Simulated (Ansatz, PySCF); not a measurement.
Noncovalent pair: boric acid (SMILES OB(O)O) (first 7 atoms) with NH3 (SMILES N); geometry from B3LYP-D3(BJ)/def2-TZVP, rigid monomers moved along the line of their centres of mass till H7···N8 is 2.19 Å.
(charge 0, multiplicity 1):
```xyz
11

O     -0.002    -0.572    -1.198
B     -0.155    -0.196     0.110
O     -1.361     0.383     0.478
O      0.878    -0.412     0.966
H     -0.787    -0.377    -1.718
H     -1.398     0.621     1.408
H      0.698    -0.119     1.881
N      0.447     0.485     3.971
H      0.348     1.478     4.150
H     -0.266     0.002     4.506
H      1.346     0.202     4.347
```

Counterpoise-corrected where a basis set is named; no monomer relaxation.

Cores are frozen in the correlated methods.

The values were computed with Ansatz (a program for electronic structure); PySCF for the dispersion terms. 

PBE/def2-TZVPPD gives -36.0 kJ/mol for the interaction energy.

Predict the shift from PBE, with its sign, for: PBE-D3(BJ)/def2-TZVPPD, r2SCAN/def2-TZVPPD, B3LYP/def2-TZVPPD, wB97M-V/def2-TZVPPD, MP2/aug-cc-pVDZ, CCSD(T)/aug-cc-pVDZ.

PBE-D3(BJ)/def2-TZVPPD -3.1; r2SCAN/def2-TZVPPD -0.7; B3LYP/def2-TZVPPD 2.7; wB97M-V/def2-TZVPPD -1.0; MP2/aug-cc-pVDZ 1.0; CCSD(T)/aug-cc-pVDZ 1.3 kJ/mol. 3 of 6 lie above PBE; the widest gap is to PBE-D3(BJ)/def2-TZVPPD.
